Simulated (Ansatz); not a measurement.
C$_{5}$H$_{14}$GaNO, SMILES `C[CH2][Ga]([O]C)[N](C)C`. Charge 0, multiplicity 1. The geometry is a stationary point of PBE0-D4/def2-TZVP. It is one conformer, not always the lowest.

```xyz
22

C     2.966    0.380   -1.358
C     1.792    1.143   -0.753
Ga    0.323   -0.012   -0.156
O     0.578   -1.766   -0.415
C    -0.256   -2.842   -0.107
N    -1.213    0.602    0.617
C    -1.412    2.013    0.825
C    -2.326   -0.185    1.076
H     3.399   -0.324   -0.644
H     3.761    1.060   -1.678
H     2.660   -0.205   -2.228
H     2.119    1.741    0.104
H     1.384    1.860   -1.472
H    -0.467   -2.920    0.968
H     0.238   -3.771   -0.411
H    -1.219   -2.795   -0.635
H    -1.551    2.253    1.890
H    -0.554    2.588    0.467
H    -2.303    2.382    0.293
H    -3.257    0.089    0.557
H    -2.505   -0.042    2.153
H    -2.154   -1.248    0.908
```

(1) What is the dipole moment at r2SCAN/def2-TZVPP? (Best estimate.)

(2) And with PBE, B3LYP, ωB97M-V? (Estimate.)

(3) Give the Mulliken charges with r2SCAN, B3LYP, PBE in def2-TZVPP. (An estimate is asked.)

## Answers

(1) Computed: 1.30 D, with components (-0.76, 0.96, 0.43) D in this frame, pointing from negative to positive charge.

(2) The calculation gave: PBE 1.27 D, B3LYP 1.32 D, ωB97M-V 1.30 D.

(3) The calculation gave: 
```
atom  r2SCAN  B3LYP    PBE
  C1   -0.13  -0.25  -0.25
  C2   -0.18  -0.24  -0.22
 Ga3    0.40   0.43   0.30
  O4   -0.42  -0.41  -0.33
  C5    0.02  -0.12  -0.13
  N6   -0.22  -0.21  -0.14
  C7   -0.04  -0.17  -0.18
  C8   -0.04  -0.16  -0.17
  H9    0.05   0.09   0.09
 H10    0.04   0.08   0.08
 H11    0.05   0.09   0.09
 H12    0.05   0.08   0.08
 H13    0.05   0.08   0.08
 H14    0.04   0.08   0.08
 H15    0.04   0.09   0.08
 H16    0.04   0.08   0.08
 H17    0.04   0.08   0.08
 H18    0.04   0.08   0.08
 H19    0.04   0.08   0.08
 H20    0.04   0.08   0.08
 H21    0.04   0.08   0.08
 H22    0.04   0.08   0.08
```

B3LYP here is the variant with VWN-RPA as its local correlation; programs differ in this.
